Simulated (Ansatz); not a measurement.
Cartesian coordinates in Å:
```
F -1.909 -0.125 0.621
C -0.831 0.133 -0.171
Cl -1.399 0.839 -1.691
C 0.244 0.984 0.538
O 1.389 0.119 0.423
Si 0.579 -1.152 -0.291
H 0.438 1.942 0.054
H -0.026 1.136 1.587
H 1.074 -1.520 -1.638
H 0.441 -2.356 0.566
```

Total charge 0; spin multiplicity 1.

Q: List the PBE0/def2-TZVPP orbital energies in eV (the Gaussian-basis code of Ansatz). (An estimate is asked.)

A: The calculation gave: Occupied: -2767.77, -1803.67, -674.57, -523.09, -282.03, -280.29, -259.60, -197.94, -197.72, -197.70, -145.94, -100.64, -100.58, -100.56, -34.51, -29.12, -24.29, -20.59, -18.08, -15.86, -14.67, -14.12, -13.96, -13.00, -12.31, -11.78, -10.82, -9.97, -9.65, -9.29, -8.55, -8.07. Lowest empty: -0.82, 0.15, 0.89, 1.61, 1.83, 2.28, 2.78, 3.31.
